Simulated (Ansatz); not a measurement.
Reaction (formal hydrolysis of the Si–Si bond): `CO[Si@@H](N)[Si@@H](N)OC` + H₂O → `CO[SiH](N)O` + `CO[SiH2]N`

Calculated with Ansatz (gas phase, PBE0-D4/def2-TZVP geometries, no zero-point term in ΔE). CCSD(T)/CBS is the MP2 limit (def2-TZVPP, def2-QZVPP) plus CCSD(T) − MP2 in def2-TZVPP, frozen cores. This one scheme is used for every species. Functionals use def2-TZVPP. B3LYP here is the variant with VWN-RPA as its local correlation; programs differ in this. One conformer a species, not always the lowest.

| level | ΔE (kcal/mol) |
| --- | --- |
| B3LYP | -35.3 |
| HF/CBS(def2) | -42.3 |

What does CCSD(T)/CBS give? (Estimate.)

Computed: -33.0 kcal/mol. The listed levels differ from it by -2.3, -9.3 kcal/mol.

Largest T1 diagnostic among the species: 0.012.

In def2-TZVPP, CCSD(T) changes the Hartree–Fock value by +8.6 kcal/mol (the triples alone add +1.3 kcal/mol) and MP2 by +7.1 kcal/mol. The D4 term adds +3.5 kcal/mol with B3LYP and +2.2 kcal/mol with PBE0; it sums over pairs of atoms, weighted by their polarisabilities, and B3LYP, whose exchange is more repulsive, gets the larger term.
